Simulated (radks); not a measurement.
Question: The mean radii <r> (bohr) of the occupied orbitals of an atom or ion are listed with their occupations. All-electron calculation, Dirac Kohn-Sham, PW91, spin-unpolarised, spherical densities, finite nucleus; Fermi nuclear charge, rms radius of each element as measured or else 0.836 A^(1/3) + 0.57 fm. Program: a radial shooting solver on a logarithmic mesh with Libxc functionals.

| orbital | occ. | <r> |
|---|---|---|
| 1s1/2 | 2 | 0.03517 |
| 2s1/2 | 2 | 0.1534 |
| 2p1/2 | 2 | 0.1307 |
| 2p3/2 | 4 | 0.1353 |
| 3s1/2 | 2 | 0.4284 |
| 3p1/2 | 2 | 0.4230 |
| 3p3/2 | 4 | 0.4335 |
| 3d3/2 | 4 | 0.4124 |
| 3d5/2 | 6 | 0.4159 |
| 4s1/2 | 2 | 1.080 |
| 4p1/2 | 2 | 1.164 |
| 4p3/2 | 4 | 1.190 |
| 4d3/2 | 1 | 1.484 |
| 4f5/2 | 2 | 3.192 |

Name the element and its charge. Open shells, if any, fill j = l - 1/2 first.

Answer: Z = 42, molybdenum, charge +3: Mo3+ in [Kr] 4d1 4f2. The 1s radius gives Z: for a bare nucleus <r> = (2 gamma + 1)/(2Z) with gamma = sqrt(1 - (Z/c)^2), 0.03457 bohr for Z = 42, and screening makes it slightly larger (0.03517 here). The occupations add up to 39, and the charge is Z minus that.
